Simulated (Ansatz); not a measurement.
Isolated molecules relaxed with PBE0-D4/def2-TZVP in Ansatz; ΔE leaves out vibrations. CCSD(T)/CBS is the MP2 limit (def2-TZVPP, def2-QZVPP) plus CCSD(T) − MP2 in def2-TZVPP, frozen cores. This one scheme is used for every species. Each species was taken in one conformer, which may not be the lowest.

`CBN(C)[SiH3]` → `CBNC` + `[SiH2]`  (silylene loss)

| species | HF/def2-QZVPP energy (Eh) |
| --- | --- |
| `CBN(C)[SiH3]` | -449.76954 |
| `CBNC` | -159.64021 |
| `[SiH2]` | -290.03480 |

Q: Work out ΔE.

A: ΔE = (-159.64021) + (-290.03480) − (-449.76954) = 0.09453 Eh = +248.2 kJ/mol. CCSD(T)/CBS gives +268.6 kJ/mol.

Q: What do rigid-rotor, harmonic-oscillator terms from PBE0-D4/def2-TZVP frequencies (298.15 K, 1 bar) make of the CCSD(T)/CBS value? (Best estimate.)

A: Computed: ΔZPE = -7.8 kJ/mol, ΔH = +264.6 kJ/mol, ΔS = 145 J/(mol·K), ΔG = +221.5 kJ/mol.

Largest T1 diagnostic among the species: 0.014.

Leaving LDA and LC-ωPBE aside and taking each functional with its dispersion term where it has one, the values, not all of them listed here, spread over 34.8 kJ/mol, from BLYP-D4 to r2SCAN0-D4. LDA lies +39.8 kJ/mol from PBE without D4. In def2-TZVPP, CCSD(T) changes the Hartree–Fock value by +15.6 kJ/mol (the triples alone add +5.2 kJ/mol) and MP2 by +38.5 kJ/mol. The D4 term adds +18.2 kJ/mol with B3LYP and +9.9 kJ/mol with PBE0; it sums over pairs of atoms, weighted by their polarisabilities, and B3LYP, whose exchange is more repulsive, gets the larger term.

B3LYP here is the variant with VWN-RPA as its local correlation; programs differ in this.
